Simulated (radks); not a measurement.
Results of a calculation; reference values are marked as such.
The tin anion Sn4-, [Xe], held by a Watson sphere: a shell of charge +4 at radius R that stands for the Madelung well of a crystal (potential energy -4/R inside, -4/r outside, in hartree with lengths in bohr). Code: a radial shooting solver on a logarithmic mesh with Libxc functionals. Model: scalar-relativistic Kohn-Sham, LDA (Slater exchange, Perdew-Wang correlation), spin-polarised, spherical densities, point nucleus. Response by self-consistent Sternheimer equations with the Hartree and adiabatic LDA kernel, the relativistic mass of each level held fixed and spin-orbit coupling left out. The sphere does not respond.

R (bohr)	e(4d) (eV)	e(5s) (eV)	e(5p) (eV)	<r> 5p (bohr)	sum of <r^2> (bohr^2)	X-ray form factor at sin(theta)/lambda = 0.1 1/angstrom	alpha (bohr^3)
2.56	-26.681	-14.158	-7.020	2.886	93.79	48.449	54.63
3.34	-24.363	-11.712	-5.749	3.299	113.5	47.761	93.56
3.54	-24.062	-11.225	-5.446	3.408	119.0	47.598	107.7
3.6	-23.986	-11.089	-5.358	3.441	120.7	47.551	112.3
3.84	-23.730	-10.590	-5.021	3.574	127.7	47.369	132.9
4.16	-23.482	-10.027	-4.612	3.753	137.5	47.147	165.7
4.26	-23.421	-9.872	-4.494	3.810	140.7	47.082	177.4
4.96	-23.136	-9.039	-3.783	4.211	164.4	46.695	281.1
5.69	-23.007	-8.527	-3.234	4.635	192.2	46.414	436.7
